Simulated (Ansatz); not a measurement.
System: InBr₂, charge 1, singlet. InBr2+ (SMILES [Br][In+][Br]).
B3LYP-D3(BJ)/def2-TZVP minimum from Ansatz (a quantum-chemistry and plane-wave program):
```xyz
3

In     0.0000     0.0000     0.0000
Br     0.0000     0.0000    -2.3685
Br     0.0000     0.0000     2.3685
```
Charge +1, spin multiplicity 1.

Total energies in def2-TZVPP, 16 correlated electrons, 37 frozen orbitals. Radicals and triplets start from unrestricted determinants; spin-orbit coupling is neglected. Cores are frozen in correlated methods (noble-gas shells, and filled d and f shells in the p block). Past Kr the def2 sets carry scalar-relativistic core potentials. Spin-orbit terms, left out, reach several kcal/mol for Br and I, and more for heavier atoms. The spin of Br2In+ ([Br][In+][Br], singlet) was assumed, and the state is the lowest solution found for it.

```tsv
method	program	energy (Eh)	minus CCSDT(Q) (mEh)
HF	Ansatz	-5333.88856	403.56
MP2	Ansatz	-5334.24367	48.45
CCSD	Ansatz	-5334.27349	18.63
CCSD(T)	Ansatz	-5334.29019	1.93
CCSDT(Q)	Ansatz	-5334.29212	0.00
```

Rough core times of Ansatz's runs on a shared machine: CCSD(T) 20 s, CCSDT(Q) 20 min.
